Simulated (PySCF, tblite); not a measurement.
Potential energy curve for GeSe, singlet. Each curve is given relative to its own lowest point near equilibrium.

```csv
R / Å,A,B,C
1.73,585.2,423.1,418.9
1.81,303.2,248.7,245.8
1.92,103.9,100.7,99.2
2.00,36.8,40.9,40.2
2.08,6.9,9.6,9.3
2.14,0.0,0.0,0.0
2.22,4.4,1.0,1.1
2.29,16.9,11.2,11.5
2.33,26.6,20.0,20.4
2.46,66.6,58.5,58.9
2.66,141.1,131.6,131.6
2.87,222.3,209.1,204.4
3.18,329.8,305.7,239.7
3.54,422.9,383.2,—
3.90,—,428.1,—
```

Energies in kJ/mol.

Question: Which curve belongs to which method? The methods are GFN2-xTB, 300 K electronic temperature run with tblite; SC-NEVPT2 on CASSCF(10,8)/cc-pVDZ, all electrons correlated (PySCF); CCSD(T) on RHF/cc-pVDZ, 18 core orbitals frozen run with PySCF 2.14.0.

Answer: A is GFN2-xTB; B is NEVPT2; C is RCCSD(T).

Dashes: no converged value, or the column stops at the first point that the program doubted or that broke a chosen test of continuity, which isn't proof of a fault.

The T1 diagnostic of CCSD on the restricted reference of RCCSD(T) exceeds 0.045 at 2.66 to 3.54 Å.
